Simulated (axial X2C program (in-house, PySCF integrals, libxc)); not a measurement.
# Spin–orbit effects down a group: molecules with S (ions), PBE0

Calculated with an in-house relativistic program for diatomic molecules, spin-free (one-electron X2C) or two-component (2c: spin–orbit coupling with atomic mean-field Coulomb and Gaunt terms, which also bring small scalar terms), in Dyall basis sets with cores contracted in-house; open shells are unrestricted.

Basis sets: Cs dyall-av3z, H dyall-av3z, Li dyall-av3z, Na dyall-av3z, S dyall-av3z.

| molecule | spin-free state | Re (Å) | ωe (cm⁻¹) | De (eV) | 2c state | Re 2c (Å) | ωe 2c (cm⁻¹) | De 2c (eV) |
| --- | --- | --- | --- | --- | --- | --- | --- | --- |
| SH⁻ | M_S = 0, Λ = 0 | 1.348 | 2663.6 | 3.90 | Ω = 0 | 1.348 | 2662.9 | 3.89 |
| LiS⁻ | M_S = 0, Λ = 0 | 2.053 | 655.1 | 2.24 | Ω = 0 | 2.054 | 654.9 | 2.24 |
| NaS⁻ | M_S = 0, Λ = 0 | 2.405 | 357.8 | 1.43 | Ω = 0 | 2.406 | 357.2 | 1.43 |
| CsS⁻ | M_S = 0, Λ = 0 | 2.840 | 235.0 | 1.47 | Ω = 0 | 2.838 | 235.3 | 1.47 |

(1) Work out the shifts from the spin-free to the two-component result.

Fragments in 2c: S- + H, S- + Li, S- + Na, Cs + S-. Each entry is the lowest single determinant of a limited PBE0 search at one distance. De goes to single-determinant-based atoms at the same level (for ions the charge split of lowest energy) and is withheld (n/a) where an atom does not fit its ground term or J level. Main or longest-lived isotopes. One determinant is a doubtful description, or other states lie close, for NaS⁻, CsS⁻; these need not be ground states, and all values refer to the states named. Some light 2c atoms are not at their ground J level, so De misses part of their lowering (0.04 eV or less). The functionals have no current term, which raises determinants with orbital currents.

## Answers

(1) 

```csv
molecule,2c state,ΔRe (Å),Δωe (cm⁻¹),ΔDe (eV)
SH⁻,Ω = 0,0.000,-0.7,-0.01
LiS⁻,Ω = 0,0.001,-0.2,0.00
NaS⁻,Ω = 0,0.001,-0.6,0.00
CsS⁻,Ω = 0,-0.002,0.3,0.00
```

Shifts of one unit in the last digit are rounding.
